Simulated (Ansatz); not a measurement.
`[SiH]Br` + H–F → `F[SiH]` + HBr  (ligand exchange at the Si–Br bond)

Calculated with Ansatz (gas phase, PBE0-D4/def2-TZVP geometries, no zero-point term in ΔE). CCSD(T)/CBS is the MP2 limit (def2-TZVPP, def2-QZVPP) plus CCSD(T) − MP2 in def2-TZVPP, frozen cores. This one scheme is used for every species. DFT in def2-TZVPP. B3LYP here is the variant with VWN-RPA as its local correlation; programs differ in this. For Br outer-core shells are correlated without core-valence functions, which leaves a few kJ/mol of doubt a bond. Scalar relativity is left out up to krypton.

```
             level  ΔE (kJ/mol)  difference from CCSD(T)/CBS
           BLYP-D4        -28.2                         -5.8
          B3LYP-D4        -27.4                         -5.0
            B2PLYP        -30.0                         -7.6
               PBE        -18.2                          4.2
            revPBE        -17.7                          4.7
              BLYP        -33.2                        -10.8
           r2SCANh        -22.2                          0.2
     HF/def2-TZVPP        -35.9                        -13.5
    MP2/def2-TZVPP        -22.7                         -0.3
CCSD(T)/def2-QZVPP        -26.3                         -3.9
       CCSD(T)/CBS        -22.4                            0
```

Problem. What do rigid-rotor, harmonic-oscillator terms from PBE0-D4/def2-TZVP frequencies (298.15 K, 1 bar) make of the CCSD(T)/CBS value? (An estimate is asked.)

Solution. Ansatz gave: ΔZPE = -6.1 kJ/mol, ΔH = -29.1 kJ/mol, ΔS = 1 J/(mol·K), ΔG = -29.4 kJ/mol.

Largest T1 diagnostic among the species: 0.015.

At CCSD(T), def2-SVP lies −7.1 kJ/mol from the extrapolated value and def2-TZVPP −5.1 kJ/mol. Leaving LDA and LC-ωPBE aside and taking each functional with its dispersion term where it has one, the values, not all of them listed here, spread over 23.4 kJ/mol, from CAM-B3LYP-D4 to revPBE-D4.
